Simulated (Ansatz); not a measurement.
`O/C(=C\F)[SiH2]F`, charge 0, multiplicity 1.

(1) Give a relaxed structure at PBE0-D4/def2-TZVP (Ansatz 0.2.0). (Best estimate.)

Answers

(1) Computed: 
Cartesian coordinates in Å:
```
O -0.448 -1.673 -0.241
C -0.207 -0.380 0.111
C -0.703 0.185 1.206
F -1.490 -0.527 2.038
Si 0.882 0.576 -1.058
F 1.026 2.050 -0.451
H -1.018 -2.080 0.423
H -0.536 1.205 1.520
H 2.230 -0.032 -1.147
H 0.265 0.675 -2.400
```
Point group Cs.
This is one stationary point; other conformers may exist.
